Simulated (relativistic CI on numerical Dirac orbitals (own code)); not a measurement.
# Cu4+ in a cubic cluster: L2,3 absorption with charge transfer

Computed with a charge-transfer multiplet model of a cubic metal-ligand cluster with up to 2 ligand holes, Slater and spin-orbit integrals from Dirac-Coulomb-Breit ions, Slater integrals scaled by 0.7. The ground state mixes d7 with configurations of k ligand holes L, whose averages lie at kΔ + k(k − 1)U_dd/2; a core hole lowers each added d electron by U_cd. 300 K, Lorentzian 0.4 eV and Gaussian 0.3 eV FWHM.

Atomic integrals in eV (Slater integrals scaled, ζ unscaled), ground: F2dd 10.358, F4dd 6.495, zeta_d 0.120; with the core hole: F2dd 10.861, F4dd 6.812, zeta_d 0.150, zeta_core 13.370, F2cd 6.618, G1cd 5.133, G3cd 2.922.

Cluster parameters (eV): Δ = 1.3, U_dd = 7.4, U_cd = 8.3, 10Dq(ligand) = 0.4, V(eg) = 1.4, V(t2g) = -0.74, final-state hopping factor = 1.

Weights, n_d and S are thermal averages at 300 K. Photon energies count from the first peak over 30 % of the highest in each spectrum, which can be another peak from case to case. The parameters are a model scan and need not match a compound or its usual spin state. Peaks in eV (height, largest 100): 0.0 (50), 1.2 (97), 2.0 (100), 3.9 (16), 4.3 (16), 5.2 (12), 20.4 (10), 21.8 (41), 22.5 (23), 23.5 (9).

Task: Which parameters give this spectrum?
A. 10Dq = 1.85 eV
B. 10Dq = 0.95 eV
C. 10Dq = 1.55 eV
D. 10Dq = 0.35 eV
E. 10Dq = 1.25 eV

Result: A. 10Dq = 1.85 eV; the ground state then has 7.40 d electrons and S = 0.73. The choice follows from running the model for each set and comparing peak positions and heights.
